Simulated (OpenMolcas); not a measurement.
# CHClGaNO (SMILES O=C=[N][GaH][Cl]): the energy, rung by rung

The species is CHClGaNO (6 atoms), meant as a singlet with charge 0. SMILES: `O=C=[N][GaH][Cl]`. The shape is that of a PBE0-D4/def2-TZVP optimisation. This is one conformer, not always the lowest.

```csv
atom,x (Å),y (Å),z (Å)
O,-0.7002,-2.6266,-0.6967
C,-0.6918,-1.4860,-0.4676
N,-0.7568,-0.3047,-0.2479
Ga,0.2485,1.1244,0.2757
Cl,2.2974,0.6946,0.6778
H,-0.3549,2.5344,0.4127
```

Each level gives the energy change with the O1–C2 bond stretched from 1.163 to 2.094 Å (eV). The values are calculated.

| level | kind | program | value (eV) | less CCSD(T)/6-31G* | CPU time (all runs) |
| --- | --- | --- | --- | --- | --- |
| SVWN5/6-31G* (spherical functions) (restricted) | LDA | OpenMolcas | 7.76 | +1.15 | 59 s |
| PBE/6-31G* (spherical functions) (restricted) | GGA | OpenMolcas | 7.11 | +0.50 | 64 s |
| M06-L/6-31G* (spherical functions) (restricted) | meta-GGA | OpenMolcas | 7.25 | +0.64 | 82 s |
| r2SCAN/6-31G* (spherical functions) (restricted) | meta-GGA | OpenMolcas | 7.34 | +0.73 | 83 s |
| M06-2X/6-31G* (spherical functions) (restricted) | hybrid meta-GGA | OpenMolcas | 7.22 | +0.61 | 73 s |
| PBE0/6-31G* (spherical functions) (restricted) | global hybrid | OpenMolcas | 7.39 | +0.78 | 59 s |
| B2PLYP/6-31G* (spherical functions) (restricted) | double hybrid | OpenMolcas | 7.13 | +0.52 | 55 s |
| CCSD(T)/6-31G* (spherical functions) (restricted) | coupled cluster or CI | OpenMolcas | 6.61 | 0.00 | 4.3 min |

CCSD(T)/6-31G* (spherical functions) (restricted) is the highest level here, not the true value. At this stretch a single reference begins to fail. All-electron rows without a relativistic Hamiltonian named are non-relativistic. The first shape isn't each level's own minimum. The values span 6.61 to 7.76 eV. In the correlated wave-function rows the outer d shell of Ga is correlated, in sets not made for it. CPU times are rough (shared hosts, several kinds of processor and program).
